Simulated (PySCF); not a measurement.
Species: C6H8F3P.
Numbering: `[CH3:1][C:2]1=[CH:3][CH2:4][P:5]([C:6]([F:7])([F:8])[F:9])[CH2:10]1`

NICS = −σ at a ghost point: NICS(0) at the centroid of the ring atoms, NICS(1) 1 Å to either side along the normal of their mean plane, zz for the tensor component along that normal. Level: GIAO PBE0/pcSseg-1 (PySCF, non-relativistic, gas phase) on the GFN2-xTB geometry, one conformer.

Ring bond lengths (Å), with Mayer bond orders in brackets: C2–C3 1.323 (1.86), C3–C4 1.500 (1.01), C4–P5 1.863 (0.97), P5–C10 1.860 (0.97), C10–C2 1.509 (1.01).

**Question.** What do the NICS probes read (ppm)?

**Answer.** 
| ring | type | NICS(0) | NICS(1), two faces | NICS(1)zz, two faces | rms pucker (Å) | centre to ring atoms, mean (Å) |
| --- | --- | --- | --- | --- | --- | --- |
| C2–C3–C4–P5–C10 | 5-membered ring with P; formal bonds 1 double, 4 single | -2.9 | -3.2 / -3.3 | -7.7 / -4.1 | 0.07 | 1.36 |

**Question.** What do they say, and how far can they be read as aromaticity?

**Answer.** 
- C2–C3–C4–P5–C10: mean NICS(1)zz -5.9 ppm, shielded. C4, C10 have four or more neighbours, and the NICS criterion for π rings isn't applied. The two faces differ by 3.6 ppm, so no symmetry operation interchanges them.

**Question.** Give the inner angles of the rings and the Hirshfeld charges of the ring atoms.

**Answer.** 
- C2–C3–C4–P5–C10: C2 115.8° (+0.002 e), C3 117.6° (-0.067 e), C4 106.2° (-0.119 e), P5 91.8° (+0.142 e), C10 106.8° (-0.119 e); sum 538.2° against 540° for a flat convex ring.

**Question.** How shielded are the nuclei of the rings and their hydrogens (means over atoms taken as equivalent)?

**Answer.** 
```csv
atoms,environment,σ isotropic (ppm)
C2,fully substituted alkene carbon,38.8
C3,alkene CH carbon,55.4
C4,sp3 carbon bound to phosphorus,151.2
P5,phosphine phosphorus,329.4
C10,sp3 carbon bound to phosphorus,148.0
H on C3,vinylic hydrogen,25.95
H on C4 (×2),methylene hydrogen,28.81
H on C10 (×2),methylene hydrogen,29.06
```

Hardware: Arm Neoverse V1, one thread, shared host with 32 logical CPUs at a one-minute load of 9.9. Cost: 50 s wall (with the writing of density and orbital grids), 0.88 GiB resident at most. This is the whole shielding run at PBE0/pcSseg-1, SCF included.
